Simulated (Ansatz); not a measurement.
Ansatz (a quantum-chemistry and plane-wave program) input (PBE/6-31G* with LANL2DZ past Ar): The .json file joins the Basis Set Exchange's 6-31G* for atoms up to Ar and LANL2DZ past it.

Ansatz 0.2 input:
```yaml
crystal:
  periodic: [false, false, false]
  atoms:
    - {symbol: Sn, position_ang: [-0.00000000, -0.00000000, -0.25264832]}
    - {symbol: O, position_ang: [0.00000000, 0.00000000, 1.57905201]}
basis:
  gaussian:
    orbitals: 6-31Gs+LANL2DZ.json
hamiltonian:
  xc: {name: PBE}
relax: {f_tol: 0.003, max_steps: 120}
```

Problem. Predict the final energy.

Solution. -78.51989 Eh.
